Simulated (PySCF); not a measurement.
C₂H₈N₂Si, SMILES C/C=N/[SiH2]N.

Coordinates come from a B3LYP-D3(BJ)/def2-SVP optimisation. The structure was generated by enumeration; whether it is a known compound was not checked. Other conformers were not sampled.

Two levels are set side by side: TDA-PBE/def2-SVPD (PySCF) and TDA-B3LYP/def2-SVPD (PySCF). Vertical, same geometry. The lowest singlet is HOMO→LUMO 99 % with PBE and HOMO→LUMO 98 % with the other functional; states are paired by order. Differences are taken from unrounded values.

| quantity | TDA-B3LYP |
|---|---|
| lowest singlet excitation (eV) | 4.30 |
| lowest triplet excitation (TDA) (eV) | 3.73 |
| first bright state (f over 0.05) (eV) | 7.31 |
| its oscillator strength | 0.21 |

What does TDA-PBE give, and how far is it from TDA-B3LYP? (The exact figures need the calculation; the answer reports its results.)


```
quantity                               TDA-PBE  TDA-PBE minus TDA-B3LYP
-------------------------------------  -------  -----------------------
lowest singlet excitation (eV)            4.07                    -0.23
lowest triplet excitation (TDA) (eV)      3.54                    -0.19
first bright state (f over 0.05) (eV)     5.83                    -1.48
its oscillator strength                   0.05                    -0.16
```

Functionals without exact exchange tend to place singlet excitations lower, as here. Differences between two approximate levels are no errors against the true value.

Rough cost on one machine, each run with all the roots and properties that it gave: TDA-B3LYP against TDA-PBE about 2 times.
